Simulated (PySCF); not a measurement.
Spin-rotation constants: SMILES C#[C][GeH2][S-], [C₂H₃GeS]-, charge -1

Molfile (atoms numbered from 1):
```
C2H3GeS
     RDKit          3D

  7  6  0  0  0  0  0  0  0  0999 V2000
    1.8952   -0.7289    0.1346 C   0  0  0  0  0  0  0  0  0  0  0  0
    0.7532   -0.3610    0.0455 C   0  0  0  0  0  0  0  0  0  0  0  0
   -1.0299    0.4008   -0.0786 Ge  0  0  0  0  0  4  0  0  0  0  0  0
   -1.1824    2.4812    0.0843 S   0  0  0  0  0  0  0  0  0  0  0  0
    2.8880   -1.0818    0.2095 H   0  0  0  0  0  0  0  0  0  0  0  0
   -1.7876   -0.4554    0.9801 H   0  0  0  0  0  0  0  0  0  0  0  0
   -1.5331   -0.2500   -1.4024 H   0  0  0  0  0  0  0  0  0  0  0  0
  1  2  3  0
  2  3  1  0
  3  4  1  0
  1  5  1  0
  3  6  1  0
  3  7  1  0
M  CHG  1   4  -1
M  END
```

Method used: PySCF, GIAO PBE/aug-pcSseg-1 magnetisability, rotational g tensor and spin-rotation constants, non-relativistic, gas phase. Geometry: GFN2-xTB.

The calculation is non-relativistic, which matters for the atoms heavier than Zn. For an ion the centre-of-mass motion in the field is neglected.

**Question.** Give the nuclear spin-rotation constants along the inertial axes (H = +C I·J) beside the isotropic shieldings.

**Answer.** Rotational constants 8.4937, 2.1548, 1.7535 GHz. A star marks the isotopologue with that one atom substituted, in its own axes.
```tsv
atom	isotope	Caa (kHz)	Cbb (kHz)	Ccc (kHz)	mean (kHz)	σ (ppm)
H5	1H	-0.087	-0.146	-0.174	-0.136	30.5
H6	1H	-0.521	-0.029	0.040	-0.170	25.4
H7	1H	-0.520	-0.029	0.041	-0.170	25.4
C1	13C*	0.969	0.621	0.586	0.726	100.1
C2	13C*	0.908	0.694	0.787	0.796	72.0
Ge3	73Ge*	-2.177	-0.583	-0.572	-1.111	1426.2
S4	33S*	0.902	0.261	0.276	0.479	778.4
```
For the geometry as given, no vibrational averaging.

**Question.** How do the rotational constants and the g tensor change when H5, H6, H7 are replaced by deuterium?

**Answer.** Constants 7.3544, 2.0120, 1.6395 GHz; g -0.0646, -0.0285, -0.0273, against -0.0732, -0.0307, -0.0291 before.
